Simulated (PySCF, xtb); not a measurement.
AlFI2, SMILES [F][Al]([I])[I].

Harmonic wavenumbers (cm⁻¹) from GFN2-xTB (xtb) at its own minimum, in rising order: 68, 134, 192, 278, 542, 808.

Problem. What does PySCF with PBE-D3(BJ)/def2-SVP give at its own minimum? (Estimate from the structure and the level; the computed values follow.)

Solution. 74, 158, 183, 242, 448, 852. Paired by order, the mean absolute difference is 36 cm⁻¹ and the zero-point energies are 2.9 and 2.8 kcal/mol.
